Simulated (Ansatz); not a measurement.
C2H6S, charge +1, doublet, geometry from GFN2-xTB (a state made from the parent by changing its charge; the spin is typed, not shown lowest); MP2/6-31G** in Ansatz (a quantum-chemistry and plane-wave program).

Input for Ansatz:
Ansatz 0.2 input:
```yaml
crystal:
  periodic: [false, false, false]
  atoms:
    - {symbol: C, position_ang: [1.28089259, 0.21169350, 0.68335560]}
    - {symbol: S, position_ang: [0.01499802, 0.28322653, -0.56655118]}
    - {symbol: C, position_ang: [-1.30390679, -0.64629964, 0.18600725]}
    - {symbol: H, position_ang: [1.54226619, -0.82365746, 0.90480822]}
    - {symbol: H, position_ang: [2.15771555, 0.74065689, 0.31689816]}
    - {symbol: H, position_ang: [0.93231569, 0.67887698, 1.60539170]}
    - {symbol: H, position_ang: [-0.98486767, -1.67128238, 0.37976291]}
    - {symbol: H, position_ang: [-2.15303809, -0.65232660, -0.49358934]}
    - {symbol: H, position_ang: [-1.59627479, -0.19625504, 1.13537012]}
basis:
  gaussian:
    orbitals: 6-31G__.json
total_charge: 1
magnetization: {spin_polarized: true, initial_magnetization: 1}
correlation: {method: mp2}
```
The basis file holds 6-31G** in the JSON format of the Basis Set Exchange.

Output, abridged:

```
Functional definition: HF
774 factors; integrals over basis functions are off by at most 8.8e-4 eV
mean field evaluation 1: about -12962.8241 eV, gradient 2.0e1 eV
mean field evaluation 2: about -12962.8837 eV, gradient 2.0e1 eV
mean field evaluation 4: about -12965.1691 eV, gradient 2.3e0 eV
mean field evaluation 8: about -12965.2454 eV, gradient 2.2e-1 eV
mean field -12965.24643102 eV, -476.4640181803 hartree, gradient 5.0e-6 eV, S^2 0.763175; 0 other end points of the search recorded, 0 dependent functions left out
7 core orbitals not correlated
reference -12965.24643102 eV, -476.4640181803 hartree; 10, 9 occupied and 62, 63 virtual orbitals, 774 factors
second order -10.80776096 eV of doubles, -0.00000000 eV of singles
Total energy: -12976.05419198 eV, -476.8611960698 hartree
```
